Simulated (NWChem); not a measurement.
BeNH$_{3}$Se; SMILES [Be]([SeH])[NH2]

```xyz
6

Be     0.0286    -1.1384    -0.0006
N     -0.0050    -2.6343     0.0014
H     -0.0309    -3.2244    -0.8241
H     -0.0103    -3.2221     0.8287
Se     0.1189     0.8932    -0.0034
H     -1.3498     0.9959     0.0150
```
Atoms are numbered in this order, from 1.

All runs: NWChem. Pople sets run with spherical d functions. All runs use the structure optimised with PBE0/def2-SVP. Vzz is the largest principal value of the second derivative of the potential at the nucleus (NWChem prints the opposite sign); η is the asymmetry. Non-relativistic.

```
level                Vzz Be1 (a.u.)  η Be1  Vzz N2 (a.u.)  η N2  Vzz Se5 (a.u.)  η Se5  relative time
-------------------  --------------  -----  -------------  ----  --------------  -----  -------------
CAM-B3LYP/6-31G*             -0.184   0.25         -0.702  0.77           3.581   0.69              2
CAM-B3LYP/def2-TZVP          -0.200   0.24         -0.681  0.86           3.835   0.63              8
PBE0/6-31G*                  -0.179   0.26         -0.681  0.76           3.429   0.71              1
PBE0/cc-pVTZ                 -0.208   0.27         -0.662  0.84           3.513   0.63             20
```

Times are rough ratios from one shared machine.
